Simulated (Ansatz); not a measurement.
The cluster KNa₂⁺, relaxed as a triplet with UKS PBE/def2-TZVP in Ansatz, starting from the PBE/def2-TZVP geometry of the charge +1 singlet. Force threshold 0.02 eV/Å.

At PBE/def2-TZVP a singlet of charge 1 lies 0.74 eV below the triplet, each at its own geometry. The structure comes from a short search, and lower isomers may exist.

Start:

```xyz
3

Na   -0.003   -0.855   -1.855
Na    1.942    0.463    0.434
K    -1.939    0.392    1.421
```

```json
{"step": "1", "energy (eV)": "-25139.5940", "largest force component (eV/Å)": "0.411", "SCF passes": "67"}
{"step": "2", "energy (eV)": "-25139.6482", "largest force component (eV/Å)": "0.362", "SCF passes": "41"}
{"step": "3", "energy (eV)": "-25139.8054", "largest force component (eV/Å)": "0.223", "SCF passes": "29"}
{"step": "4", "energy (eV)": "-25139.9055", "largest force component (eV/Å)": "0.146", "SCF passes": "29"}
{"step": "5", "energy (eV)": "-25139.9726", "largest force component (eV/Å)": "0.111", "SCF passes": "28"}
{"step": "6", "energy (eV)": "-25140.0228", "largest force component (eV/Å)": "0.081", "SCF passes": "24"}
{"step": "7", "energy (eV)": "-25140.0599", "largest force component (eV/Å)": "0.062", "SCF passes": "26"}
{"step": "8", "energy (eV)": "-25140.0876", "largest force component (eV/Å)": "0.044", "SCF passes": "23"}
{"step": "9", "energy (eV)": "-25140.1092", "largest force component (eV/Å)": "0.033", "SCF passes": "23"}
{"step": "10", "energy (eV)": "-25140.1257", "largest force component (eV/Å)": "0.024", "SCF passes": "23"}
{"step": "11", "energy (eV)": "-25140.1393", "largest force component (eV/Å)": "0.020", "SCF passes": "24"}
{"step": "12", "energy (eV)": "-25140.1509", "largest force component (eV/Å)": "0.022", "SCF passes": "24"}
{"step": "13", "energy (eV)": "-25140.1606", "largest force component (eV/Å)": "0.022", "SCF passes": "24"}
{"step": "14", "energy (eV)": "-25140.1681", "largest force component (eV/Å)": "0.022", "SCF passes": "24"}
{"step": "15", "energy (eV)": "-25140.1735", "largest force component (eV/Å)": "0.022", "SCF passes": "23"}
{"step": "16", "energy (eV)": "-25140.1771", "largest force component (eV/Å)": "0.020", "SCF passes": "23"}
{"step": "17", "energy (eV)": "-25140.1792", "largest force component (eV/Å)": "0.021", "SCF passes": "22"}
{"step": "18", "energy (eV)": "-25140.1808", "largest force component (eV/Å)": "0.021", "SCF passes": "23"}
{"step": "19", "energy (eV)": "-25140.1822", "largest force component (eV/Å)": "0.022", "SCF passes": "23"}
{"step": "20", "energy (eV)": "-25140.1829", "largest force component (eV/Å)": "0.021", "SCF passes": "23"}
{"step": "21", "energy (eV)": "-25140.1835", "largest force component (eV/Å)": "0.020", "SCF passes": "23"}
{"step": "22", "energy (eV)": "-25140.1838", "largest force component (eV/Å)": "0.019", "SCF passes": "23"}
{"step": "23", "energy (eV)": "-25140.1841", "largest force component (eV/Å)": "0.018", "SCF passes": "23"}
```

Force components are those of the run's own axes.

End:

Cartesian coordinates in Å:
```
Na -2.5851 -1.7201 -2.9725
Na 2.5115 1.7350 3.0264
K 0.0736 -0.0149 -0.0540
```

Bonds lost: Na1–Na2 (atoms count from 1).

The force fell under the threshold at step 11, but the optimiser went on and released 0.045 eV more. No frequencies were taken in this run, so the end may be a saddle point.

Run time 33 s (4 threads of Arm Neoverse V1 on a shared host).
